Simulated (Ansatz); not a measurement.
Reaction (formal exchange of groups at a Zn–O bond): `[NH2][Zn][O]CF` + CH₄ → `[CH3][Zn][NH2]` + `OCF`

Program: Ansatz. Geometries: PBE0-D4/def2-TZVP. ΔE: electronic, gas phase. CCSD(T)/CBS adds triple-zeta CCSD(T) − MP2 to the extrapolated MP2 energy (def2 sets, frozen cores). This one scheme is used for every species. Functionals use def2-TZVPP. HSE06 is defined as in plane-wave codes. For Zn outer-core shells are correlated without core-valence functions, which leaves a few kJ/mol of doubt a bond. Scalar relativity is left out up to krypton. One conformer a species, not always the lowest.

| level | ΔE (kJ/mol) |
| --- | --- |
| HSE06-D4 | 63.9 |
| MP2/def2-SVP | 88.2 |

Q: What does CCSD(T)/CBS give? (Estimate.)

A: The calculation gave: +72.8 kJ/mol. The listed levels differ from it by -8.9, 15.4 kJ/mol.

Largest T1 diagnostic among the species: 0.015.

At CCSD(T), def2-SVP lies +16.9 kJ/mol from the extrapolated value and def2-TZVPP +0.1 kJ/mol. From BLYP to BHLYP (50 % exact exchange), in def2-TZVPP and without D4, ΔE moves by +7.7 kJ/mol. Leaving LDA and LC-ωPBE aside and taking each functional with its dispersion term where it has one, the values, not all of them listed here, spread over 16.2 kJ/mol, from PBE-D4 to B97M-V. LDA lies −4.0 kJ/mol from PBE without D4.
